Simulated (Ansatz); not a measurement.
Several settings on one geometry of OsO₂⁻ (the lowest doublet isomer of a short search) (that of the charge -1 doublet, PBE0-D4/def2-TZVPD). Ansatz on 4 threads of Arm Neoverse V2 on a shared host; times are rough.

| atom | x (Å) | y (Å) | z (Å) |
| --- | --- | --- | --- |
| Os1 | 0.112 | 0.016 | 0.265 |
| O2 | -1.256 | 1.055 | 0.310 |
| O3 | 1.144 | -1.071 | -0.575 |

Totals from different functionals, basis sets or treatments of relativity can't be compared as stabilities.

In the def2 sets Os takes a core potential; there is no spin–orbit coupling.

Scalar relativity in a set contracted without it gives distorted totals.

**Question.** Give the basis size and estimate the energy, ⟨S²⟩ and time of these runs.

```
run                             method  charge    state                                               further keys
  1          UKS LDA (SPW92)/def2-TZVP      -1  doublet             scf: {lower_state_search: light}; forces asked
  2  UKS CAM-B3LYP-D3(BJ)-ATM/def2-SVP      -1  doublet       pseudopotentials: {relativity: scalar}; forces asked
  3         UKS LDA (SPW92)/def2-TZVPD      -1  doublet  scf: {omitted_lower_state_checks: [starts]}; forces asked
```

**Answer.** 
```json
{"run": "1", "functions": "102", "energy (Eh)": "-240.0971", "⟨S²⟩": "0.75", "wall time": "3.5 s"}
{"run": "2", "functions": "60", "energy (Eh)": "-241.0507", "⟨S²⟩": "0.75", "wall time": "2.6 s"}
{"run": "3", "functions": "123", "energy (Eh)": "-240.1009", "⟨S²⟩": "0.75", "wall time": "1.6 s"}
```

The highest occupied level of an anion often lies above zero with these methods, and sets without diffuse functions describe the outer electron poorly.
